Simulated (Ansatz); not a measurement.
Predict a relaxed structure of BH2(OEt) (C₂H₇BO), charge 0, singlet, at r2SCAN-D4/def2-SVP (Ansatz).


Cartesian coordinates in Å:
```
B -1.479 -0.098 -1.299
H -1.693 1.097 -1.229
H -1.931 -0.796 -2.176
O -0.711 -0.703 -0.379
C -0.096 0.001 0.699
C 1.408 -0.003 0.534
H -0.491 1.032 0.743
H -0.386 -0.517 1.629
H 1.889 0.481 1.398
H 1.786 -1.034 0.458
H 1.704 0.540 -0.377
```
 This is one stationary point.
